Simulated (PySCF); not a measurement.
Molecule: `InChI=1S/C4H3NO3/c1-5-3-2-7-4(6)8-3/h2H,1H2`.

Geometry (Å), atoms numbered from 1 in this order:
```xyz
11

C    -2.1509   -0.5954    0.4514
N    -1.4296    0.4301    0.2720
C    -0.1089    0.3479    0.0083
C     0.7732    1.3464   -0.2011
O     2.0002    0.8178   -0.4328
C     1.8800   -0.5396   -0.3658
O     2.7657   -1.3117   -0.5204
O     0.5995   -0.8507   -0.0971
H    -3.1971   -0.4309    0.6573
H    -1.7882   -1.6212    0.4122
H     0.6616    2.4100   -0.2101
```

Frames of a GFN2-xTB Langevin trajectory at 300 K; GIAO PBE0/pcSseg-1 shieldings in PySCF, gas phase, non-relativistic; equivalent atoms averaged within each frame.

References, each an isolated molecule treated in the same way: TMS for 13C (186.93 ppm) and 1H (31.72 ppm); 15N (267.73 ppm) vs NH3; H2O for 17O (336.08 ppm). The references are static minima.

Task: How do the shifts (ppm) fluctuate along the trajectory?

Result: 
| time (fs) | C3 | C1 | C6 | C4 | N2 | O7 | O8 | O5 | H10 | H9 |
| --- | --- | --- | --- | --- | --- | --- | --- | --- | --- | --- |
| 250 | 156.2 | 155.0 | 151.1 | 132.2 | 347.0 | 281.2 | 237.6 | 228.6 | 8.00 | 6.68 |
| 425 | 163.4 | 161.5 | 155.8 | 147.1 | 357.2 | 304.4 | 241.3 | 255.5 | 7.88 | 7.40 |
| 625 | 154.5 | 154.6 | 158.4 | 138.1 | 362.0 | 323.8 | 234.1 | 242.8 | 7.84 | 7.08 |
| 800 | 153.9 | 161.1 | 155.4 | 142.0 | 362.3 | 304.0 | 238.7 | 243.0 | 7.80 | 7.43 |
| 1000 | 155.0 | 164.3 | 155.1 | 135.9 | 356.8 | 297.6 | 223.8 | 234.9 | 8.25 | 8.48 |
| mean of frames | 156.6 | 159.3 | 155.2 | 139.1 | 357.1 | 302.2 | 235.1 | 241.0 | 7.95 | 7.41 |
| standard deviation | 3.9 | 4.3 | 2.6 | 5.7 | 6.2 | 15.3 | 6.8 | 10.1 | 0.18 | 0.67 |

5 frames give an uncertainty of the mean of about the standard deviation over 2.2 at best, since frames this close in time may not be independent; classical motion lacks zero-point vibration, and the reference would need the same averaging.
